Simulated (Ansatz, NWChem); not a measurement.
# Worked example: vertical ionisation energy of LiBr (SMILES [Li][Br])

The species is LiBr (2 atoms), meant as a singlet with charge 0. As SMILES, `[Li][Br]`. Geometry: relaxed at PBE0-D4/def2-TZVP.

```
atom    x (Å)    y (Å)    z (Å)
  Li  -0.9103   0.2777  -0.4761
  Br   0.9397  -0.3379   0.4801
```

Both states at this one shape; open shells run unrestricted unless said. 1 Eh = 27.2114 eV.

| level | program | singlet LiBr (Eh) | doublet LiBr+ (Eh) | HOMO of the first (eV) |
| --- | --- | --- | --- | --- |
| r2SCAN/aug-cc-pVTZ | Ansatz | -2581.780797 | -2581.432458 | -5.88 |
| M06-2X/aug-cc-pVTZ | NWChem | -2581.841704 | -2581.495821 | -8.00 |

Problem. Work out the vertical ionisation energy at each level.

Solution. 
1. r2SCAN/aug-cc-pVTZ: -2581.432458 − (-2581.780797) = 0.348339 Eh = 9.48 eV; −ε(HOMO) = 5.88 eV.
2. M06-2X/aug-cc-pVTZ: -2581.495821 − (-2581.841704) = 0.345883 Eh = 9.41 eV; −ε(HOMO) = 8.00 eV.

No measured value is set beside it here; the levels span 9.41 to 9.48 eV. In semi-local functionals −ε(HOMO) lies far under the ionisation energy, a result of self-interaction, while the difference of totals does much better. Spin-orbit coupling, which splits open shells on such heavy atoms by tenths of an eV, is left out. All-electron rows are non-relativistic unless named.
